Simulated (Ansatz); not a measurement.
`[F][GeH]([F])[SeH]` and `C[S][GeH]([F])[F]` differ in one atom or group.

Ansatz, PBE0-D4/def2-TZVP geometries, multiplicity 1. Each molecule was computed in one conformer, which needn't be the lowest.

Scalar relativity is left out up to krypton.

| property | `[F][GeH]([F])[SeH]` |
| --- | --- |
| HOMO energy (ωB97M-V/def2-TZVPP) / eV | -10.05 |
| HOMO–LUMO gap (PBE/def2-TZVPP) / eV | 4.79 |
| HOMO energy (B3LYP/def2-TZVPP) / eV | -7.62 |
| size of the dipole moment (B3LYP/def2-TZVPP) / D | 2.77 |
| HOMO–LUMO gap (PBE0/def2-TZVPP) / eV | 6.92 |
| LUMO energy (ωB97M-V/def2-TZVPP) / eV | 0.99 |

(1) Give the same properties after the change, and the shifts. (An estimate is asked.)

## Answers

(1) Ansatz gave: 
```tsv
property	`C[S][GeH]([F])[F]`	shift
HOMO energy (ωB97M-V/def2-TZVPP) / eV	-9.86	0.19
HOMO–LUMO gap (PBE/def2-TZVPP) / eV	4.90	0.11
HOMO energy (B3LYP/def2-TZVPP) / eV	-7.41	0.21
size of the dipole moment (B3LYP/def2-TZVPP) / D	3.44	0.67
HOMO–LUMO gap (PBE0/def2-TZVPP) / eV	7.09	0.17
LUMO energy (ωB97M-V/def2-TZVPP) / eV	1.34	0.35
```

With PBE0 the HOMO rises by 0.22 eV and the LUMO rises by 0.39 eV, so the gap widens by about 0.17 eV. PBE moves the HOMO by 0.28 eV and ωB97M-V by 0.19 eV. The zero-point energy changes by 81.9 kJ/mol with +9 modes. Dipoles are sizes alone; their direction can turn.

B3LYP here is the variant with VWN-RPA as its local correlation; programs differ in this.

Spin–orbit coupling is left out; it splits and shifts lone-pair levels of the heavy atoms by tenths of an eV.
